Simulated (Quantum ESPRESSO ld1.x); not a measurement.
All-electron atom: Tl3+ in [Xe] 4f14 5d9 6p1 (not the ground configuration). All-electron calculation, scalar-relativistic Kohn-Sham, LDA (Slater exchange, Perdew-Zunger correlation), spin-polarised, spherical densities, point nucleus; open shells are filled with parallel spins first. Program: ld1.x of Quantum ESPRESSO 7.5. Some entries of the table are withheld. Estimate them.

| orbital | occ. | eigenvalue (hartree) | <r^2> (bohr^2) |
|---|---|---|---|
| 1s up | 1 | -3145.9987 | 0.0003690 |
| 1s down | 1 | -3145.9978 | 0.0003690 |
| 2s up | 1 | -561.2725 | 0.005608 |
| 2s down | 1 | -561.2688 | 0.005608 |
| 2p up | 3 | -483.0410 | 0.004757 |
| 2p down | 3 | -483.0376 | 0.004757 |
| 3s up | 1 | -134.9613 | 0.03611 |
| 3s down | 1 | -134.9590 | 0.03611 |
| 3p up | 3 | -112.4526 | 0.03731 |
| 3p down | 3 | -112.4502 | 0.03731 |
| 3d up | 5 | -89.1159 | 0.03089 |
| 3d down | 5 | -89.1127 | 0.03089 |
| 4s up | 1 | -31.1182 | 0.1733 |
| 4s down | 1 | -31.1139 | 0.1733 |
| 4p up | 3 | -23.7390 | 0.1984 |
| 4p down | 3 | -23.7346 | 0.1984 |
| 4d up | 5 | -15.0945 | 0.2235 |
| 4d down | 5 | -15.0894 | 0.2235 |
| 5s up | 1 | -6.1349 | 0.8561 |
| 5s down | 1 | -6.1132 | 0.8547 |
| 4f up | 7 | -5.5211 | (1) |
| 4f down | 7 | -5.5148 | (2) |
| 5p up | 3 | -4.1024 | (3) |
| 5p down | 3 | -4.0771 | (4) |
| 5d up | 5 | -1.8242 | 1.990 |
| 5d down | 4 | -1.7932 | 1.976 |
| 6p up | 1 | -1.0070 | (5) |
| 6p down | 0 | -0.9646 | (6) |

Answer. 
(1) 4f up <r^2> (bohr^2): 0.2627
(2) 4f down <r^2> (bohr^2): 0.2622
(3) 5p up <r^2> (bohr^2): 1.128
(4) 5p down <r^2> (bohr^2): 1.126
(5) 6p up <r^2> (bohr^2): 7.415
(6) 6p down <r^2> (bohr^2): 7.506
